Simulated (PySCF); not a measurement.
Computed shifts of a molecule C2H5Cl2FSi, PySCF with B3LYP/pcSseg-1, GIAO, gas phase, equivalent atoms averaged, in ppm (number of nuclei): ¹⁹F: -219.5 (1). ²⁹Si: -3.7 (1). ¹³C: 88.2 (1), 37.4 (1). ¹H: 6.09 (1), 5.27 (1), 5.11 (1), 2.56 (1), 1.92 (1). References: ¹⁹F against CFCl3 (σ = 161.7 ppm); ²⁹Si against TMS (σ = 338.7 ppm); ¹³C against TMS (σ = 181.3 ppm); ³⁵Cl against HCl (σ = 933.3 ppm); ¹H against TMS (σ = 31.68 ppm), references at their B3LYP-D3(BJ)/def2-TZVP geometries, non-relativistic (without spin–orbit terms, shifts of atoms bonded to Cl or Br come out too high). Geometry optimised at ωB97X-D3(BJ)/def2-SVP. The values are those of a single conformer.

Q: Identify the compound among the candidates.
A) F[C@@H](Cl)C[SiH2]Cl
B) F[C@H](CCl)[SiH2]Cl
C) F[SiH2]CC(Cl)Cl
D) CC[Si](F)(Cl)Cl

A: C, F[SiH2]CC(Cl)Cl
